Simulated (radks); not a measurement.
Neutral europium inside a hard spherical wall (all orbitals vanish at R), configuration held at [Xe] 4f7 6s2 and not refilled when levels cross. All-electron calculation, scalar-relativistic Kohn-Sham, PBE, spin-polarised, spherical densities, point nucleus; open shells are filled with parallel spins first (spin-orbit coupling, left out, can overturn this in heavy ions). Program: a radial shooting solver on a logarithmic mesh with Libxc functionals. Eigenvalues in eV for spin up, with the zero of energy where the potential of the charges vanishes at infinity; a dash marks a level that is unbound or too diffuse for the functional's potential to be trusted. A positive occupied level is held by the wall or, in an anion where self-interaction has pushed it up, behind a barrier. The pressure on the wall is -dE/dV.

[
 {"R (bohr)": "free", "E (hartree)": "-10844.3705", "kinetic (hartree)": "11618.886", "e(5s)": "-45.696", "e(5p)": "-24.552", "e(4f)": "-4.099", "e(6s)": "-3.723", "e(5d, empty)": "-1.791", "e(6p, empty)": "-1.236", "pressure (GPa)": "0"},
 {"R (bohr)": "20", "E (hartree)": "-10844.3705", "kinetic (hartree)": "11618.886", "e(5s)": "-45.696", "e(5p)": "-24.552", "e(4f)": "-4.099", "e(6s)": "-3.723", "e(5d, empty)": "-1.791", "e(6p, empty)": "-1.235", "pressure (GPa)": "< 0.0001"},
 {"R (bohr)": "15", "E (hartree)": "-10844.3705", "kinetic (hartree)": "11618.886", "e(5s)": "-45.692", "e(5p)": "-24.548", "e(4f)": "-4.095", "e(6s)": "-3.720", "e(5d, empty)": "-1.788", "e(6p, empty)": "-1.220", "pressure (GPa)": "0.000279"},
 {"R (bohr)": "12", "E (hartree)": "-10844.3700", "kinetic (hartree)": "11618.891", "e(5s)": "-45.650", "e(5p)": "-24.507", "e(4f)": "-4.054", "e(6s)": "-3.689", "e(5d, empty)": "-1.749", "e(6p, empty)": "-1.124", "pressure (GPa)": "0.00799"},
 {"R (bohr)": "10", "E (hartree)": "-10844.3671", "kinetic (hartree)": "11618.914", "e(5s)": "-45.491", "e(5p)": "-24.349", "e(4f)": "-3.896", "e(6s)": "-3.563", "e(5d, empty)": "-1.606", "e(6p, empty)": "-0.845", "pressure (GPa)": "0.0733"},
 {"R (bohr)": "7", "E (hartree)": "-10844.3191", "kinetic (hartree)": "11619.166", "e(5s)": "-44.289", "e(5p)": "-23.173", "e(4f)": "-2.706", "e(6s)": "-2.325", "e(5d, empty)": "-0.475", "e(6p, empty)": "1.324", "pressure (GPa)": "2.21"},
 {"R (bohr)": "5", "E (hartree)": "-10844.0383", "kinetic (hartree)": "11620.262", "e(5s)": "-41.407", "e(5p)": "-20.427", "e(4f)": "0.264", "e(6s)": "2.650", "e(5d, empty)": "2.761", "e(6p, empty)": "8.924", "pressure (GPa)": "31.2"},
 {"R (bohr)": "4", "E (hartree)": "-10843.3868", "kinetic (hartree)": "11622.709", "e(5s)": "-37.655", "e(5p)": "-16.859", "e(4f)": "4.460", "e(6s)": "12.078", "e(5d, empty)": "7.689", "e(6p, empty)": "21.924", "pressure (GPa)": "172"},
 {"R (bohr)": "2.5", "E (hartree)": "-10835.5669", "kinetic (hartree)": "11650.390", "e(5s)": "-13.938", "e(5p)": "9.193", "e(4f)": "32.365", "e(6s)": "91.750", "e(5d, empty)": "44.006", "e(6p, empty)": "115.94", "pressure (GPa)": "5920"},
 {"R (bohr)": "1.5", "E (hartree)": "-10768.1030", "kinetic (hartree)": "11853.120", "e(5s)": "129.95", "e(5p)": "175.44", "e(4f)": "141.06", "e(6s)": "519.69", "e(5d, empty)": "246.01", "e(6p, empty)": "570.33", "pressure (GPa)": "212000"}
]
